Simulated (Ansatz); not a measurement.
A nudged elastic band was laid between two geometries of ClH$_{5}$HfO$_{3}$S (11 atoms, charge 0, multiplicity 1).

Level of theory: Ansatz 0.2.0, RKS PBE0-D4/def2-SVP.

* movable images: 7
* climbing image: yes
* spring: 5.0 eV/Å²
* optimiser: quadratic models (default)
* start path: through a guess of the saddle point
* force threshold: 0.03 eV/Å
* iteration limit: 60
* end points: relaxed

Image 0:

```xyz
11
Properties=species:S:1:pos:R:3
Hf 0.011 -0.094 0.278
Cl -0.069 -0.402 2.673
O 1.750 -0.333 -0.580
H 2.144 -0.944 -1.206
O -1.076 1.350 -0.413
H -1.677 1.784 -1.016
O -0.898 -1.671 -0.315
H -1.467 -2.418 -0.487
S 1.617 2.254 1.085
H 2.562 1.596 1.788
H 0.960 2.635 2.202
```

Image 8:

```xyz
11
Properties=species:S:1:pos:R:3
Hf -0.049 0.432 -0.178
Cl 1.818 -1.078 2.796
O 1.654 -0.236 -0.762
H 2.404 -0.830 -0.757
O -0.804 1.463 -1.606
H -1.206 1.889 -2.359
O -1.279 -0.888 0.456
H -1.778 -1.654 0.734
S 0.333 1.951 1.792
H 1.412 2.559 1.246
H 1.352 0.147 2.647
```

(1) What changes between the two ends?

(2) Give the energies along the band, and the barrier.

(3) What is the geometry of the highest image?

(4) What are the harmonic wavenumbers there?

Results:

(1) Bonds broken: Hf1–Cl2, S9–H11. Bonds formed: Cl2–H11. ClH5HfO3S becomes ClH + H4HfO3S.

(2) The forces met the threshold. The highest image is number 6 of 0 to 8, 0.83 eV above the first end and 0.06 eV above the last; the last end lies 0.77 eV above the first. A vibrational analysis at the climbing image gives one clearly imaginary mode, 131i cm⁻¹: a first-order saddle point. The orbitals stay closed-shell, which can raise the energy where a bond breaks towards radicals; this wasn't checked here.

```tsv
image	path coordinate (Å)	energy (eV)	Hf1–Cl2 (Å)	S9–H11 (Å)	Cl2–H11 (Å)
0	0.00	0.00	2.42	1.35	3.24
1	1.21	0.01	2.42	1.35	2.95
2	2.42	0.01	2.41	1.35	3.26
3	3.63	0.04	2.43	1.35	3.19
4	4.84	0.23	2.45	1.35	2.84
5	6.05	0.42	2.51	1.36	2.36
6	7.26	0.83	2.90	1.80	1.45
7	7.87	0.79	3.37	2.12	1.34
8	8.47	0.77	3.82	2.24	1.32
```

(3) 
```xyz
11
Properties=species:S:1:pos:R:3:forces:R:3
Hf 0.109 0.273 -0.001 0.00 0.00 0.00
Cl 1.369 -0.885 2.337 0.00 0.00 0.00
O 1.712 -0.379 -0.858 0.00 0.00 0.00
H 2.409 -1.034 -0.806 0.00 0.00 0.00
O -0.606 1.422 -1.357 0.00 0.00 0.00
H -1.270 1.859 -1.888 0.00 0.00 0.00
O -1.320 -0.943 0.403 0.00 0.00 0.00
H -1.752 -1.758 0.652 0.00 0.00 0.00
S 0.468 2.104 1.833 0.00 0.00 0.00
H 1.613 2.555 1.269 0.00 0.00 0.00
H 1.123 0.541 2.425 0.00 0.00 0.00
```

(4) 131i, 51, 87, 102, 124, 161, 166, 185, 221, 230, 263, 274, 318, 330, 341, 417, 511, 676, 697, 718, 768, 897, 1310, 2702, 3997, 4025, 4029 cm⁻¹.

Time of the run: 5.4 min on 4 threads of Intel(R) Xeon(R) 6975P-C (Granite Rapids), on a shared host, peak memory 0.42 GiB.
